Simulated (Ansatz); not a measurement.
Calculated with Ansatz (gas phase, PBE0-D4/def2-TZVP geometries, no zero-point term in ΔE). CCSD(T)/CBS is the MP2 limit (def2-TZVPP, def2-QZVPP) plus CCSD(T) − MP2 in def2-TZVPP, frozen cores. This one scheme is used for every species. Functionals use def2-TZVPP. For Ge outer-core shells are correlated without core-valence functions, which leaves a few kJ/mol of doubt a bond. Scalar relativity is left out up to krypton.

Consider the formal exchange of groups at the Si–Al bond: `F[SiH]([AlH2])[GeH3]` + CH₄ → `C[SiH](F)[GeH3]` + `[AlH3]`.

```json
{"level": "LDA (SPW92)", "ΔE (kJ/mol)": "7.3"}
{"level": "ωB97X-V", "ΔE (kJ/mol)": "-2.3"}
{"level": "ωB97M-V", "ΔE (kJ/mol)": "-8.1"}
{"level": "r2SCANh", "ΔE (kJ/mol)": "2.8"}
{"level": "HF/def2-TZVPP", "ΔE (kJ/mol)": "-8.1"}
{"level": "CCSD(T)/def2-TZVPP", "ΔE (kJ/mol)": "-1.3"}
{"level": "SCS-MP2/def2-QZVPP", "ΔE (kJ/mol)": "-7.6"}
{"level": "HF/CBS(def2)", "ΔE (kJ/mol)": "-8.6"}
```

(1) What does CCSD(T)/CBS give? (Estimate.)

Largest T1 diagnostic among the species: 0.012.

## Answers

(1) The calculation gave: -0.7 kJ/mol. The listed levels differ from it by 8.0, -1.6, -7.4, 3.5, -7.4, -0.6, -6.9, -7.9 kJ/mol.

Leaving LDA and LC-ωPBE aside and taking each functional with its dispersion term where it has one, the values, not all of them listed here, spread over 21.9 kJ/mol, from ωB97M-V to PBE-D4. LDA lies −7.3 kJ/mol from PBE without D4. From BLYP to BHLYP (50 % exact exchange), in def2-TZVPP and without D4, ΔE moves by −10.8 kJ/mol.
